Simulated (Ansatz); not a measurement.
Input and output for CH₅ClOSi, SMILES `OC([SiH3])Cl`.

```yaml
crystal:
  periodic: [false, false, false]
  atoms:
    - {symbol: O, position_ang: [0.320625, 1.800092, -0.630139]}
    - {symbol: C, position_ang: [-0.807237, 0.838077, 0.002047]}
    - {symbol: Si, position_ang: [0.814535, -0.825633, 0.327205]}
    - {symbol: Cl, position_ang: [-1.475382, -0.050895, -1.552112]}
    - {symbol: H, position_ang: [-0.418791, 2.443650, -0.614172]}
    - {symbol: H, position_ang: [-1.148851, 1.001784, 0.664078]}
    - {symbol: H, position_ang: [1.279444, -1.474985, -0.615919]}
    - {symbol: H, position_ang: [-0.374821, -2.256719, 0.924649]}
    - {symbol: H, position_ang: [1.522932, -0.679657, 1.560408]}
basis:
  gaussian: {orbitals: "6-31++G**", fitting: {mean_field: cc-pVTZ-jkfit}}
hamiltonian: {xc: {name: SVWN5}, pseudopotentials: {relativity: scalar}}
output: {forces: true}
```

```sh
$ ansatz run in.yaml --threads 2 --pin off --events-out ev --progress --plain --max-ram 4352MiB
```

It prints (some lines left out):

```
Functional definition: SVWN5
550 factors; integrals over basis functions are off by at most 2.5e-1 eV
mean field evaluation 1: about -23497.9257 eV, gradient 6.8e1 eV
mean field evaluation 2: about -23410.6131 eV, gradient 1.6e2 eV
mean field evaluation 4: about -23506.8423 eV, gradient 3.2e1 eV
mean field evaluation 8: about -23509.1203 eV, gradient 2.7e-1 eV
mean field evaluation 16: about -23509.1223 eV, gradient 2.9e-5 eV
mean field -23509.12232989 eV, -863.9443105679 hartree, gradient 2.9e-5 eV, S^2 0.000000; 0 other end points of the search recorded, 0 dependent functions left out
reference -23509.12241072 eV, -863.9443135383 hartree; 25, 25 occupied and 89, 89 virtual orbitals, 550 factors
Total energy: -23509.12241072 eV, -863.9443135383 hartree
Relativity: scalar
Atom 0 at     0.320625     1.800092    -0.630139 Å, force    -4.293810    -1.348011     2.443281 eV/Å
Atom 1 at    -0.807237     0.838077     0.002047 Å, force    21.894008   -10.877754   -32.133059 eV/Å
Atom 2 at     0.814535    -0.825633     0.327205 Å, force    -8.362112     2.752397     6.914544 eV/Å
Atom 3 at    -1.475382    -0.050895    -1.552112 Å, force    -0.371153     1.284052     2.033997 eV/Å
Atom 4 at    -0.418791     2.443650    -0.614172 Å, force     0.924623     1.498794    -0.854404 eV/Å
Atom 5 at    -1.148851     1.001784     0.664078 Å, force   -15.747732     7.631380    28.091343 eV/Å
Atom 6 at     1.279444    -1.474985    -0.615919 Å, force     3.259951    -3.463579    -6.539801 eV/Å
Atom 7 at    -0.374821    -2.256719     0.924649 Å, force     1.668792     2.085711    -0.824539 eV/Å
Atom 8 at     1.522932    -0.679657     1.560408 Å, force     1.027435     0.437010     0.868638 eV/Å
Dipole moment:     0.041222     0.332591     0.186818 e Å
```

Run time 1.1 s (2 threads of an Arm Neoverse V2 on a shared host); peak host memory 0.42 GiB.
